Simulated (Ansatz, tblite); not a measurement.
Spin states of the cluster ZnTe2⁻, each relaxed with r2SCAN-D4/def2-TZVPD in Ansatz. Electronic energies in the gas phase.

In the def2 sets Te takes a core potential; there is no spin–orbit coupling. The xTB rows come from tblite. HSE06 is defined as in plane-wave codes, on full-range PBE exchange. Correlated methods freeze 17 core orbitals; core or outer-core shells of Te are correlated, in sets that lack core-valence functions. The rows differ in basis, and correlated rows in double-zeta sets carry the largest basis error. In CCSD on the charge -1 doublet the largest single amplitude is 0.34, so its Hartree–Fock determinant may place the open shell otherwise than the density functionals do. HOMO above LUMO, or a gap near zero within one spin, warns that the state may not be the lowest or that an electron is smeared out. The structure comes from a short search, and lower isomers may exist.

Doublet geometry (D∞h within 0.1 Å):

Cartesian coordinates in Å:
```
Zn 0.000 0.004 0.002
Te 2.195 0.443 -0.956
Te -2.195 -0.446 0.954
```

Quartet geometry (C2v within 0.1 Å):

Cartesian coordinates in Å:
```
Zn -0.518 1.215 0.307
Te -0.198 -1.179 1.339
Te 0.716 -0.036 -1.646
```

Only these spin states were relaxed.

```json
{"level": "HSE06-D4/def2-TZVPD", "quartet − doublet (kcal/mol)": "40.0", "lowest of these": "doublet"}
{"level": "ωB97M-V/def2-TZVPD", "quartet − doublet (kcal/mol)": "42.1", "lowest of these": "doublet"}
{"level": "MP2/def2-SVPD", "quartet − doublet (kcal/mol)": "43.8", "lowest of these": "doublet"}
{"level": "CCSD(T)/def2-SVPD", "quartet − doublet (kcal/mol)": "38.5", "lowest of these": "doublet"}
```

Question: Estimate the rows for GFN1-xTB, PBE-D4/def2-TZVPD, r2SCAN-D4/def2-TZVPD, PBE0-D4/def2-TZVPD.

Answer: 
```
               level  quartet − doublet (kcal/mol)  lowest of these                                  remarks
            GFN1-xTB                          46.9          doublet                                        –
   PBE-D4/def2-TZVPD                          38.8          doublet  gap within one spin near zero (doublet)
r2SCAN-D4/def2-TZVPD                          40.1          doublet                                        –
  PBE0-D4/def2-TZVPD                          39.9          doublet                                        –
```

The xTB methods have no spin-polarisation term.

Question: How do the metal–ligand distances follow the spin state?

Answer: 
```csv
state,donor atoms,mean metal–ligand distance (Å),range (Å),Mulliken spin on the metal (PBE0)
doublet,2,2.435,2.43–2.43,-0.13
quartet,2,2.627,2.63–2.63,0.61
```

⟨S²⟩ at PBE0-D4/def2-TZVPD: doublet 0.77 (pure 0.75), quartet 3.77 (pure 3.75). The unpaired electrons of the doublet sit mostly on the ligands. The unpaired electrons of the quartet sit mostly on the ligands.
